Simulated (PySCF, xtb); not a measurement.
(2R)-1,1-difluoro-2-methylcyclopropane (C4H6F2), SMILES FC1(C[C@H]1C)F.

Harmonic wavenumbers (cm⁻¹) from GFN2-xTB in xtb at its own minimum, in rising order: 160, 188, 221, 376, 419, 441, 530, 722, 842, 896, 909, 1005, 1008, 1047, 1119, 1128, 1168, 1183, 1283, 1386, 1415, 1471, 1484, 1493, 3031, 3037, 3047, 3060, 3099, 3120.

Question: What does PySCF with PBE-D3(BJ)/def2-SVP give at its own minimum? (Estimate from the structure and the level; the computed values follow.)

Answer: 182, 202, 218, 385, 423, 468, 561, 707, 796, 854, 876, 961, 979, 1009, 1067, 1111, 1144, 1233, 1281, 1335, 1361, 1412, 1416, 1476, 2975, 3060, 3066, 3070, 3087, 3171. Paired by order, the mean absolute difference is 31 cm⁻¹ and the zero-point energies are 57.6 and 57.0 kcal/mol.
